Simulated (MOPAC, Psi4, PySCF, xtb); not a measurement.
Torsional profile of SMILES s1cccc1[SiH2]CCC. Scanned: dihedral C1–C2–C3–Si4; all other coordinates were relaxed at GFN2-xTB. Points at φ and −φ are mirror images.

Atom numbering (GFN2-xTB optimised geometry, Å):
```
21

C     -3.3044     0.7421     0.0864
C     -2.6032    -0.6069     0.1498
C     -1.1015    -0.4796     0.3892
Si    -0.1713     0.4177    -1.0043
C      1.6649     0.1555    -0.7361
C      2.3359    -0.4613     0.2788
C      3.7390    -0.4474     0.1297
C      4.1292     0.1856    -1.0058
S      2.7880     0.7720    -1.9058
H     -4.3807     0.6091    -0.0006
H     -2.9580     1.3132    -0.7709
H     -3.1017     1.3178     0.9871
H     -3.0471    -1.1981     0.9566
H     -2.7759    -1.1468    -0.7837
H     -0.9396     0.0387     1.3364
H     -0.6873    -1.4828     0.5108
H     -0.5448    -0.1379    -2.3126
H     -0.4221     1.8660    -1.0021
H      1.8352    -0.9150     1.1160
H      4.4225    -0.8874     0.8343
H      5.1230     0.3456    -1.3744
```

- PBE0/def2-SVP // GFN2-xTB (Psi4)
- RHF/6-31G* = restricted Hartree-Fock/6-31G*, spherical d, density fitting // GFN2-xTB run with PySCF 2.14.0
- PBE0-D3(BJ)/def2-SVP // GFN2-xTB (Psi4)
- AM1, restricted, heats of formation // GFN2-xTB (MOPAC)
- GFN1-xTB // GFN2-xTB (xtb)
- PBE-D3(BJ)/def2-SVP // GFN2-xTB (Psi4)

Energies in mEh, each method relative to its own lowest point.

```
φ / °  PBE0/def2-SVP  RHF/6-31G*  PBE0-D3(BJ)/def2-SVP  AM1  GFN1-xTB  PBE-D3(BJ)/def2-SVP
-----  -------------  ----------  --------------------  ---  --------  -------------------
-160             1.0         1.2                   1.0  0.3       0.6                  1.0
-140             3.3         3.7                   3.3  1.2       1.9                  3.2
-120             4.7         5.1                   4.6  1.5       2.6                  4.5
-100             3.5         4.0                   3.3  1.3       1.8                  3.2
-80              1.8         2.4                   1.4  1.7       0.7                  1.4
-60              1.4         2.3                   0.8  3.3       0.0                  0.8
-40              2.8         4.2                   2.2  5.6       0.3                  2.2
-20              5.6         7.5                   4.9  8.0       1.7                  4.8
0                7.2         9.2                   6.6  9.2       2.7                  6.4
20               5.6         7.5                   4.9  8.0       1.7                  4.8
40               2.8         4.2                   2.2  5.6       0.3                  2.2
60               1.4         2.3                   0.8  3.3       0.0                  0.8
80               1.8         2.4                   1.4  1.7       0.7                  1.4
100              3.5         4.0                   3.3  1.3       1.8                  3.2
120              4.7         5.1                   4.6  1.5       2.6                  4.5
140              3.3         3.7                   3.3  1.2       1.9                  3.2
160              1.0         1.2                   1.0  0.3       0.6                  1.0
180              0.0         0.0                   0.0  0.0       0.0                  0.0
```

Root-mean-square difference from the PBE-D3(BJ)/def2-SVP profile, itself a level with limits, after the best constant shift (mEh): PBE0/def2-SVP 0.3, RHF/6-31G* 0.9, PBE0-D3(BJ)/def2-SVP 0.0, AM1 2.3, GFN1-xTB 1.0.
